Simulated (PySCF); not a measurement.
Excitations are Tamm–Dancoff values on a coarser integration grid. The basis has no diffuse functions, so Rydberg states are missing or too high.

# H4OSi, SMILES `O[SiH3]` (charge 0, multiplicity 1)

Computed with PySCF with r2SCAN-D4/def2-TZVP.

The HOMO is -7.58 eV and the dipole moment is 1.36 D. The LUMO is -0.29 eV and the HOMO–LUMO gap is 7.29 eV. The S1 excitation (TDA) comes out as 7.27 eV, the S1 oscillator strength comes out as 0.002 and the T1 excitation (TDA) is 6.79 eV. The S1–T1 gap (TDA) is 0.48 eV, the total energy is -9990.09 eV and the cost is about 2.5 core-minutes (a rough figure).

```xyz
6

O      1.1630    -0.2953    -0.4667
Si    -0.3925     0.0245    -0.0203
H      1.8467    -0.1892     0.1994
H     -0.8431    -0.8632     1.0857
H     -0.5589     1.4326     0.4312
H     -1.2156    -0.2171    -1.2250
```
Charge 0, spin multiplicity 1.
